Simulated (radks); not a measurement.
Results of a calculation; reference values are marked as such.
Question: Successive ionisation energies (eV) of one element, from differences of total energies of ions in their ground configurations, starting at charge 0: 13.875, 25.447, 38.307, 52.243, 67.071, 97.636, 114.30, 350.14, 405.73, 464.03, 524.89, 588.11, 653.41, 751.56, 806.88, 3681.9, 3920.7. Level of theory: scalar-relativistic Kohn-Sham, PBE, spin-unpolarised, spherical densities, point nucleus (a radial shooting solver on a logarithmic mesh with Libxc functionals). Which element is it?

Answer: Chlorine (Z = 17). The first species listed is Cl in [Ne] 3s2 3p5, the last Cl16+ in 1s1.
